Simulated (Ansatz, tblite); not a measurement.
Forces on ZrO₂ at its PBE0-D4/def2-TZVP geometry. Charge 0, multiplicity 1.

In the def2 sets Zr takes a core potential; there is no spin–orbit coupling. The xTB rows come from tblite. The structure comes from a short search, and lower isomers may exist.

GFN1-xTB (tblite), largest force 0.69 eV/Å:

```xyz
3
positions Å, forces eV/Å
Zr   -0.192    0.067   -0.660    0.192   -0.067    0.660
O     0.805   -1.225    0.003    0.150   -0.380   -0.443
O    -0.613    1.158    0.657   -0.342    0.447   -0.217
```

GFN2-xTB (tblite), largest force 0.74 eV/Å:

```
Zr -0.205 0.071 -0.704
O 0.306 -0.378 0.258
O -0.101 0.306 0.446
```

PBE0-D4/def2-TZVP (Ansatz), largest force 0.00 eV/Å:

```
Zr 0.000 0.000 0.000
O 0.000 0.000 0.000
O 0.000 0.000 0.000
```
